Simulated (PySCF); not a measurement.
Species: (HInS)4 cubane, H₄In₄S₄.
Geometry (PBE0-D3(BJ)/def2-SVP, Å), atoms numbered from 1 in this order:
```
atom  x, y, z in Å
In1   -1.5269    1.4532    0.1750
H2    -2.7603    2.6270    0.2986
S3    -0.4894    0.3225    2.2237
In4   -0.6559   -1.8377    0.8544
H5    -1.2205   -3.2963    1.5383
S6    -1.8642   -0.7282   -1.1114
In7    0.4811   -0.3077   -2.0412
H8     0.8638   -0.5461   -3.6877
S9     0.7307    1.9746   -0.9151
In10   1.7433    0.6634    1.0342
H11    3.1442    1.1887    1.8557
S12    1.6696   -1.5962   -0.1734
```

The calculation used TDDFT wB97X-D/def2-SVPD, vertical, gas phase, core orbitals frozen in the response, def2 core potentials past Kr (PySCF). Spin–orbit coupling is left out.

Ground-to-excited transition dipoles (e·a0, same axes as the geometry; the sign carries no meaning), for the states with f of 0.002 or more among the lowest 8:

```csv
state,E (hartree),μx,μy,μz
S6,0.2057,0.134,-0.056,-0.490
S7,0.2059,-0.157,-0.470,0.014
S8,0.2060,-0.449,0.174,-0.127
```

Problem. What oscillator strength does each state have?

Solution. f = (2/3) ΔE |μ|² with ΔE in hartree (27.2114 eV).

```tsv
state	|μ|² (au)	|μ| (D)	f
S6	0.261	1.30	0.036
S7	0.246	1.26	0.034
S8	0.248	1.27	0.034
```

Problem. Label these states by symmetry in Td.

Solution. Every allowed level is T2, three states with equal energy: S6/S7/S8.

S6/S7/S8 coincide within about 0.01 eV; within a degenerate level the directions of the single components are arbitrary.

All these states lie below the vertical ionisation energy of 9.21 eV (ΔSCF).

The run took 9.9 min wall (grids of density and orbitals included) on one thread, Arm Neoverse V1 (aarch64), no GPU, shared host with 64 logical CPUs at a one-minute load of 54, and the process peaked at 1.7 GiB of memory.

One conformer stands for the species.
